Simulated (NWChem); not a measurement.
All runs are NWChem calculations. System: C$_{3}$H$_{7}$Si, charge 1, spin multiplicity 1, at the geometry of a parent with another charge or spin, in a state set for the comparison that need not be this species' ground state. Level: MP2/def2-TZVP, 8 core orbitals frozen.

Input file:

```
start mol
memory heap 200 mb stack 900 mb global 1100 mb
charge 1
geometry units angstroms nocenter noautoz
  C      1.290562     0.107041     0.000000
  C      0.448378    -0.180819     1.210131
  Si    -0.991846     0.115505     0.000000
  C      0.448378    -0.180819    -1.210131
  H      2.204019     0.710078     0.000000
  H      0.603697     0.463407     2.088425
  H      0.495643    -1.236900     1.545283
  H     -2.189204    -0.789228     0.000000
  H     -1.451568     1.536642     0.000000
  H      0.495643    -1.236900    -1.545283
  H      0.603697     0.463407    -2.088425
  symmetry group Cs
end
basis spherical
  * library def2-tzvp
end
scf
  rhf
  nopen 0
  maxiter 100
  thresh 1e-7
  semidirect memsize 60000000 filesize 0
end
mp2
  freeze core 8
end
task mp2 energy
```

NWChem printed:

```
             Northwest Computational Chemistry Package (NWChem) 7.3.0
             --------------------------------------------------------

                                NWChem Input Module
                                -------------------

 Scaling coordinates for geometry "geometry" by  1.889725989
 (inverse scale =  0.529177249)

 Turning off AUTOSYM since
 SYMMETRY directive was detected!

                             Geometry "geometry" -> ""
                             -------------------------

 Output coordinates in angstroms (scale by  1.889725989 to convert to a.u.)

  No.       Tag          Charge          X              Y              Z
 ---- ---------------- ---------- -------------- -------------- --------------
    1 C                    6.0000     1.29056200     0.10704100     0.00000000
    2 C                    6.0000     0.44837800    -0.18081900     1.21013100
    3 Si                  14.0000    -0.99184600     0.11550500     0.00000000
    4 C                    6.0000     0.44837800    -0.18081900    -1.21013100
    5 H                    1.0000     2.20401900     0.71007800     0.00000000
    6 H                    1.0000     0.60369700     0.46340700     2.08842500
    7 H                    1.0000     0.49564300    -1.23690000     1.54528300
    8 H                    1.0000    -2.18920400    -0.78922800     0.00000000
    9 H                    1.0000    -1.45156800     1.53664200     0.00000000
   10 H                    1.0000     0.49564300    -1.23690000    -1.54528300
   11 H                    1.0000     0.60369700     0.46340700    -2.08842500

 Effective nuclear repulsion energy (a.u.)     159.8470586529

            Nuclear Dipole moment (a.u.)
            ----------------------------
        X                 Y               Z
 ---------------- ---------------- ----------------
    -0.0000170075    -0.0000113384     0.0000000000

      Symmetry information
      --------------------

 Group name             Cs
 Group number              2
 Group order               2
 No. of unique centers     8

      Symmetry unique atoms

     1    2    3    5    6    7    8    9


 Summary of "ao basis" -> "" (spherical)
 ------------------------------------------------------------------------------
       Tag                 Description            Shells   Functions and Types
 ---------------- ------------------------------  ------  ---------------------
 *                         def2-tzvp                  on all atoms

 Summary of "ao basis" -> "ao basis" (spherical)
 ------------------------------------------------------------------------------
       Tag                 Description            Shells   Functions and Types
 ---------------- ------------------------------  ------  ---------------------
 C                         def2-tzvp                11       31   5s3p2d1f
 Si                        def2-tzvp                13       37   5s5p2d1f
 H                         def2-tzvp                 4        6   3s1p

                                 NWChem SCF Module
                                 -----------------

  ao basis        = "ao basis"
  functions       =   172
  atoms           =    11
  closed shells   =    19
  open shells     =     0
  charge          =   1.00
  wavefunction    = RHF
  use symmetry    = T
  symmetry adapt  = T

 Summary of "ao basis" -> "ao basis" (spherical)
 ------------------------------------------------------------------------------
       Tag                 Description            Shells   Functions and Types
 ---------------- ------------------------------  ------  ---------------------
 C                         def2-tzvp                11       31   5s3p2d1f
 Si                        def2-tzvp                13       37   5s5p2d1f
 H                         def2-tzvp                 4        6   3s1p

      Symmetry analysis of basis
      --------------------------

        a'        104
        a"         68

 Forming initial guess at       0.1s

      Superposition of Atomic Density Guess
      -------------------------------------

 Sum of atomic energies:        -405.34805951

 Renormalizing density from      39.00 to     38

      Non-variational initial energy
      ------------------------------

 Total energy =    -400.883755
 1-e energy   =    -850.037545
 2-e energy   =     289.306731
 HOMO         =      -0.642778
 LUMO         =      -0.416069

      Symmetry analysis of molecular orbitals - initial
      -------------------------------------------------

  Numbering of irreducible representations:

     1 a'          2 a"

  Orbital symmetries:

     1 a'          2 a'          3 a"          4 a'          5 a'
     6 a'          7 a'          8 a"          9 a'         10 a"
    11 a'         12 a'         13 a'         14 a'         15 a"
    16 a"         17 a"         18 a'         19 a'         20 a'
    21 a"         22 a'         23 a'         24 a'         25 a'
    26 a'         27 a"         28 a'         29 a"

 Starting SCF solution at       3.9s

 ----------------------------------------------
         Quadratically convergent ROHF

 Convergence threshold     :          1.000E-07
 Maximum no. of iterations :          100
 Final Fock-matrix accuracy:          1.000E-09
 ----------------------------------------------

              iter       energy          gnorm     gmax       time
             ----- ------------------- --------- --------- --------
                 1     -406.1995979779  1.77D+00  4.84D-01      5.5
                 2     -406.3265230689  3.37D-01  7.40D-02      8.4
                 3     -406.3403636376  2.77D-02  1.21D-02     12.5
                 4     -406.3405347491  4.61D-04  1.89D-04     20.2
                 5     -406.3405348129  1.99D-07  6.97D-08     35.2
                 6     -406.3405348129  8.71D-09  3.44D-09     42.7

       Final RHF  results
       ------------------

         Total SCF energy =   -406.340534812852
      One-electron energy =   -867.164811288456
      Two-electron energy =    300.977217822702
 Nuclear repulsion energy =    159.847058652902

        Time for solution =     38.8s

       Symmetry analysis of molecular orbitals - final
       -----------------------------------------------

  Numbering of irreducible representations:

     1 a'          2 a"

  Orbital symmetries:

     1 a'          2 a'          3 a"          4 a'          5 a'
     6 a"          7 a'          8 a'          9 a'         10 a"
    11 a'         12 a'         13 a'         14 a'         15 a"
    16 a"         17 a'         18 a'         19 a"         20 a'
    21 a"         22 a'         23 a'         24 a'         25 a'
    26 a"         27 a'         28 a'         29 a"

             Final eigenvalues
             -----------------

              1
    1  -68.9783
    2  -11.5866
    3  -11.4443
    4  -11.4442
    5   -6.3274
    6   -4.4338
    7   -4.4338
    8   -4.4330
    9   -1.3335
   10   -1.1432
   11   -1.0257
   12   -0.9035
   13   -0.8546
   14   -0.7943
   15   -0.7816
   16   -0.7439
   17   -0.6542
   18   -0.6492
   19   -0.6401
   20   -0.1897
   21   -0.0562
   22   -0.0369
   23   -0.0130
   24    0.0050
   25    0.0143
   26    0.0377
   27    0.0407
   28    0.0444
   29    0.0667

                       ROHF Final Molecular Orbital Analysis
                       -------------------------------------

 Vector   17  Occ=2.000000D+00  E=-6.541995D-01  Symmetry=a'
              MO Center= -8.7D-01,  6.7D-01,  2.9D-13, r^2= 2.7D+00
   Bfn.  Coefficient  Atom+Function         Bfn.  Coefficient  Atom+Function
  ----- ------------  ---------------      ----- ------------  ---------------
    78      0.290122   3 Si py              156      0.263671   9 H  s
   155      0.155586   9 H  s

 Vector   18  Occ=2.000000D+00  E=-6.491678D-01  Symmetry=a'
              MO Center= -7.4D-01, -2.9D-01,  5.7D-13, r^2= 3.4D+00
   Bfn.  Coefficient  Atom+Function         Bfn.  Coefficient  Atom+Function
  ----- ------------  ---------------      ----- ------------  ---------------
    77      0.240568   3 Si px              150     -0.237115   8 H  s

 Vector   19  Occ=2.000000D+00  E=-6.401214D-01  Symmetry=a"
              MO Center=  8.5D-02, -1.0D-01, -2.2D-13, r^2= 2.5D+00
   Bfn.  Coefficient  Atom+Function         Bfn.  Coefficient  Atom+Function
  ----- ------------  ---------------      ----- ------------  ---------------
    79      0.262220   3 Si pz               40     -0.196522   2 C  px
   108      0.196522   4 C  px               37     -0.193392   2 C  px
   105      0.193392   4 C  px

 Vector   20  Occ=0.000000D+00  E=-1.896774D-01  Symmetry=a'
              MO Center=  9.8D-01, -5.9D-02,  1.8D-13, r^2= 2.7D+00
   Bfn.  Coefficient  Atom+Function         Bfn.  Coefficient  Atom+Function
  ----- ------------  ---------------      ----- ------------  ---------------
    13      0.420599   1 C  py               12     -0.343454   1 C  px
    10      0.290321   1 C  py                7      0.281736   1 C  py
     5      0.237665   1 C  s               145      0.212120   7 H  s
   163      0.212120  10 H  s                36     -0.205371   2 C  s
   104     -0.205371   4 C  s                67     -0.197202   3 Si s

 Vector   21  Occ=0.000000D+00  E=-5.622860D-02  Symmetry=a"
              MO Center= -1.1D+00,  1.3D-01,  1.9D-14, r^2= 6.3D+00
   Bfn.  Coefficient  Atom+Function         Bfn.  Coefficient  Atom+Function
  ----- ------------  ---------------      ----- ------------  ---------------
    36      2.651993   2 C  s               104     -2.651993   4 C  s
    82     -1.594417   3 Si pz               14     -0.720344   1 C  pz
   145     -0.437136   7 H  s               163      0.437136  10 H  s
   139     -0.411311   6 H  s               169      0.411311  11 H  s
    79     -0.391961   3 Si pz               45     -0.379286   2 C  pz

 Vector   22  Occ=0.000000D+00  E=-3.685928D-02  Symmetry=a'
              MO Center=  2.2D-01, -2.4D-01,  8.4D-14, r^2= 8.3D+00
   Bfn.  Coefficient  Atom+Function         Bfn.  Coefficient  Atom+Function
  ----- ------------  ---------------      ----- ------------  ---------------
    36      3.014412   2 C  s               104      3.014412   4 C  s
    67     -1.811722   3 Si s                80     -1.573980   3 Si px
   145     -1.053124   7 H  s               163     -1.053124  10 H  s
   133     -0.996587   5 H  s               139     -0.762890   6 H  s
   169     -0.762890  11 H  s                81      0.592885   3 Si py

 center of mass
 --------------
 x =  -0.01950340 y =   0.00229106 z =   0.00000000

 moments of inertia (a.u.)
 ------------------
         203.829576934389          11.047342477285           0.000000000000
          11.047342477285         407.659199956363           0.000000000000
           0.000000000000           0.000000000000         263.306618586807

  Mulliken analysis of the total density
  --------------------------------------

    Atom       Charge   Shell Charges
 -----------   ------   -------------------------------------------------------
    1 C    6     5.80   0.86  1.12  0.54  0.70  0.10  1.07  1.14  0.14  0.02  0.09  0.01
    2 C    6     6.42   0.85  1.12  0.46  0.73  0.05  1.25  1.50  0.39  0.02  0.04  0.00
    3 Si  14    13.58   2.00  0.58  1.39  0.80  0.48  4.12  1.73  0.52  1.35  0.22  0.15  0.18  0.04
    4 C    6     6.42   0.85  1.12  0.46  0.73  0.05  1.25  1.50  0.39  0.02  0.04  0.00
    5 H    1     0.77   0.26  0.45  0.04  0.02
    6 H    1     0.79   0.25  0.46  0.05  0.02
    7 H    1     0.76   0.24  0.45  0.05  0.02
    8 H    1     0.94   0.23  0.54  0.17  0.01
    9 H    1     0.95   0.23  0.55  0.16  0.01
   10 H    1     0.76   0.24  0.45  0.05  0.02
   11 H    1     0.79   0.25  0.46  0.05  0.02

       Multipole analysis of the density wrt the origin
       ------------------------------------------------

     L   x y z        total         open         nuclear
     -   - - -        -----         ----         -------
     0   0 0 0      1.000000      0.000000     39.000000

     1   1 0 0      1.017686      0.000000     -0.000017
     1   0 1 0     -0.103758      0.000000     -0.000011
     1   0 0 1      0.000000      0.000000      0.000000

     2   2 0 0    -16.721069      0.000000    139.828673
     2   1 1 0      0.724663      0.000000     -4.829043
     2   1 0 1      0.000000      0.000000      0.000000
     2   0 2 0    -20.886097      0.000000     27.231394
     2   0 1 1      0.000000      0.000000      0.000000
     2   0 0 2    -17.943182      0.000000    110.959544

                   NWChem MP2 Semi-direct Energy/Gradient Module
                   ---------------------------------------------

  Basis functions       =    172
  Molecular orbitals    =    172
  Frozen core           =      8
  Frozen virtuals       =      0
  Active alpha occupied =     11
  Active beta occupied  =     11
  Active alpha virtual  =    153
  Active beta virtual   =    153
  Use MO symmetry       = T
  Use skeleton AO sym   = T

  AO/Fock/Back tols     =   1.0D-09  1.0D-09  1.0D-09

 GA uses MA = F    GA memory limited = T

 Available:
  local mem=  1.26D+08
 global mem=  1.44D+08
 local disk=  0.00D+00
  mp2_memr nvloc                   153
  nvloc new                   153
   1 passes of  11:        5242880                     144467                  84201265.
   1 passes of  11: M    126147829           G      144120032           F     120904949.

 Semi-direct pass number   1 of   1  for RHF alpha+beta  at       43.0s
  vrange nnbf                 14706
  mp2_eaftype                   321  avail_ma_in_mb                  1099
 EAF : mp2_eaftype filesize         321   42100633.
  mp2_eaf for mointskh                    321
Node 0 wrote    198.0 Mb in      0.1 s     Agg I/O rate:  1585.0 Mb/s
 Done moints_semi at       70.3s
  mp2_eaftype                   321  avail_ma_in_mb                   778
 EAF : mp2_eaftype filesize         321   42100633.
  mp2_eaf for kh                   321
 Done maket at       71.2s
 Done multipass loop at       71.2s

          -------------------------------------------
          SCF energy                -406.340534812852
          Correlation energy          -0.570467843402
          Singlet pairs               -0.385448382737
          Triplet pairs               -0.185019460665
          Total MP2 energy          -406.911002656254
          -------------------------------------------

          ---------------------------------------------------
                    Spin Component Scaled (SCS) MP2
          Same spin pairs                     -0.123346307110
          Same spin scaling factor             0.333333333333
          Opposite spin pairs                 -0.447121536292
          Opposite spin scaling fact.          1.200000000000
          SCS-MP2 correlation energy          -0.577661279254
          Total SCS-MP2 energy              -406.918196092106
          ---------------------------------------------------

 -----------------------
 Performance information
 -----------------------

 Timer overhead =  2.08D-07 seconds/call

               Nr. of calls         CPU time (s)                 Wall time (s)                GFlops
             ---------------    -------------------     ------------------------------   -------------------
Name         Min   Avg   Max    Min     Avg     Max     Min     Avg     Max   Mx/calls   Min     Max     Sum
mp2: moin     1     1     1    27.     27.     27.      27.     27.     27.     27.      0.0     0.0     0.0
mp2: make     1     1     1   0.94    0.94    0.94     0.94    0.94    0.94    0.94      0.0     0.0     0.0
mp2: tota     1     1     1    28.     28.     28.      28.     28.     28.     28.      0.0     0.0     0.0

 The average no. of pstat calls per process was 3.00D+00
 with a timing overhead of 6.24D-07s

 Task  times  cpu:       71.2s     wall:       71.2s

 Total times  cpu:       71.2s     wall:       71.2s
```
